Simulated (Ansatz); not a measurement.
Molecule: C5H10O, net charge 0, singlet state. 
Coordinates optimised at B3LYP-D3(BJ)/def2-TZVP (Ansatz, a program for electronic structure):
SMILES: CCC(=O)CC
```xyz
16

C     -2.5283     0.1158    -0.3182
C     -1.3083    -0.6836     0.1128
C      0.0027     0.0704    -0.0257
O      0.0467     1.2056    -0.4404
C      1.2553    -0.6830     0.3865
C      2.5375     0.1204     0.2319
H     -2.6258     1.0264     0.2726
H     -2.4482     0.4156    -1.3630
H     -3.4375    -0.4745    -0.1965
H     -1.3959    -1.0058     1.1565
H     -1.2197    -1.6111    -0.4637
H      1.1180    -1.0127     1.4223
H      1.2946    -1.6064    -0.2021
H      3.4009    -0.4699     0.5415
H      2.5042     1.0269     0.8360
H      2.6821     0.4274    -0.8037
```
Charge 0, spin multiplicity 1.

Wanted: atomisation energy (electronic, to ground-state atoms); the coupled-cluster value holds the core correlation from cc-pwCVTZ, in kJ/mol. Valence correlation only, unless marked. UHF or UKS for open shells. Spin-orbit coupling is left out. Non-relativistic. CBS marks a two-point X^-3 extrapolation of the correlation energy; Hartree-Fock from the larger set.

Level to compare with: CCSD(T)/CBS(cc-pVTZ,cc-pVQZ) plus the core term (Ansatz), 6575.4 kJ/mol. It is a level with limits of its own, and the differences hold the functionals' basis error too.

Q: Rank these functionals by how close they come to CCSD(T)/CBS(cc-pVTZ,cc-pVQZ), closest first: CAM-B3LYP/def2-TZVPD (Ansatz); LC-wPBE/def2-TZVPD (Ansatz); BHLYP/def2-TZVPD (Ansatz); PBE0/def2-TZVPD (Ansatz).

A: PBE0/def2-TZVPD (global hybrid, 6575.6 kJ/mol, difference 0.2), CAM-B3LYP/def2-TZVPD (range-separated hybrid, 6561.4 kJ/mol, difference -14.0), LC-wPBE/def2-TZVPD (range-separated hybrid, 6556.9 kJ/mol, difference -18.5), BHLYP/def2-TZVPD (global hybrid, 6349.7 kJ/mol, difference -225.7)
